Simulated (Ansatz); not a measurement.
Ge2H4. The state is a singlet with charge 0. Geometry r2SCAN-D4/def2-TZVP, basis def2-TZVP, Ansatz.

Cartesian coordinates in Å:
```
Ge -1.187 -0.571 -0.673
Ge 1.036 1.031 -0.219
H -0.947 -1.286 0.719
H 1.266 0.309 1.170
H 0.535 -0.466 -0.977
H -0.703 0.981 -0.020
```

```csv
run,HOMO (eV),LUMO (eV)
A,-6.97,-2.58
B,-7.14,-2.57
C,-6.25,-3.30
D,-5.96,-3.34
```

Another isomer (singlet) lies 0.38 eV lower at PBE0-D4/def2-TZVP; other spin states weren't run for this one.

Problem. The runs used PBE, PBE0, r2SCAN, r2SCAN0. Estimate which is which.

Solution. A PBE0 (25 % exact exchange); B r2SCAN0 (25 % exact exchange); C r2SCAN (0 % exact exchange); D PBE (0 % exact exchange). Exact exchange lowers occupied and raises empty levels; among semilocal functionals meta-GGAs tend to open the gap a little, and such runs are hard to tell apart. The gap grows from 2.62 eV (PBE) to 4.57 eV (r2SCAN0).
